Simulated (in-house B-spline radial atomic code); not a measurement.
**Ionising Ga¹⁸⁺ with different functionals**

Computed with an all-electron radial atomic-structure program (B-spline basis): scalar-relativistic (spin-free X2C) Hamiltonian, Fermi nucleus of rms radius 3.9973 fm, spin-polarised at highest spin, spherical fractional occupations for the functionals. The ionisation energy is the difference of two self-consistent energies, [Ne] 3s2 3p1 → [Ne] 3s2, without Breit or QED terms; ε is the level of the shell that loses the electron (its least bound occupied spin orbital). There is no spin-orbit coupling in this Hamiltonian.

Hybrids are left out here: with spherical fractional occupations of an open shell their exact exchange keeps a self-interaction that integer-occupation calculations don't have.

| method | rung | ΔSCF (eV) | -ε(3p) (eV) |
| --- | --- | --- | --- |
| LDA exchange-only | LDA | 676.33 | 656.32 |
| RPBE | GGA | ? | ? |
| revTPSS | meta-GGA | ? | ? |
| r2SCAN | meta-GGA | 677.18 | 658.07 |
| TPSS | meta-GGA | 677.94 | 658.32 |

(1) What does revTPSS give?

(2) What does RPBE give?

(3) How do they compare with the NIST value?

Results:

(1) ΔSCF 677.52 eV, and -ε(3p) = 657.99 eV.

(2) ΔSCF 677.96 eV, and -ε(3p) = 658.23 eV.

(3) NIST lists 677 eV ± 3 (semi-empirical, ground level to ground level). Errors run from -0.67 to +0.96 eV; all lie within about twice that uncertainty, so the table can't rank the methods.
